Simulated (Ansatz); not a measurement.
## From C to Ge: the dipole moment

One atom is swapped for its congeners: C2H4F2 (1,1-difluoroethane) `CC(F)F`; SiH(CH3)F2; GeH(CH3)F2. All are singlets with charge 0.

Shapes, held fixed at every level: PBE0-D4/def2-TZVP. Programs: Ansatz 0.2.0. Values in D.

Task: How should the dipole moment change along the series?

Result: At wB97M-V/def2-TZVPP the dipole moment isn't monotonic: it is largest for Ge and smallest for Si (3.17 and 2.10 D). Every level shows the same order. Measured values: NIST CCCBDB. Relativity is left out for Ge unless named.

```csv
level,C2H4F2,SiH(CH3)F2,GeH(CH3)F2
PBE-D4/def2-TZVPP,2.05,2.04,3.03
r2SCAN-D4/def2-TZVPP,2.14,2.09,3.12
B3LYP-D4/def2-TZVPP,2.20,2.12,3.18
wB97M-V/def2-TZVPP,2.19,2.10,3.17
measured,2.27,–,–
```
